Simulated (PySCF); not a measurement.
## Worked example: entropy of an ideal gas

SiHCl, SMILES [SiH]Cl (connectivity only; charge and spin as stated), neutral, multiplicity 1.

Geometry: PBE-D3(BJ)/def2-TZVP. The isomer is the one that the SMILES or the coordinates give; other isomers of the formula were not compared.

PySCF 2.14.0 with PBE-D3(BJ)/def2-TZVP gives the harmonic wavenumbers 503, 777, 1935 cm⁻¹ and the rotational temperatures 10.5699, 0.3439, 0.3330 K. The molar mass is 64.54 g/mol, the symmetry number 1, the spin multiplicity 1.

Task: Work out the entropy at 298.15 K and 1 atm in the rigid-rotor, harmonic-oscillator model.

Result: 
Translation (Sackur–Tetrode at 1 atm): S = R[1.5 ln M + 2.5 ln T − 1.16487] = 160.7 J/(mol K).
Rotation: q = (√π/σ) T^1.5/√(θA θB θC) = 8290, S = R[ln q + 3/2] = 87.5 J/(mol K).
Vibration: with u = 1.4388 ν/T, each mode gives R[u/(e^u − 1) − ln(1 − e^−u)]:
```json
[
 {"ν (cm⁻¹)": "503", "modes": "1", "u": "2.43", "S (J/(mol K))": "2.72"},
 {"ν (cm⁻¹)": "777", "modes": "1", "u": "3.75", "S (J/(mol K))": "0.95"},
 {"ν (cm⁻¹)": "1935", "modes": "1", "u": "9.34", "S (J/(mol K))": "0.01"}
]
```
These are all the modes. Sum 3.7 J/(mol K).
Spin: R ln 1 = 0.0 J/(mol K).
Total 251.9 J/(mol K); the program's own thermochemistry gives 251.9. Translation makes up 64 % and vibration 1 %. Anharmonicity, hindered rotation and orbital degeneracy are left out.
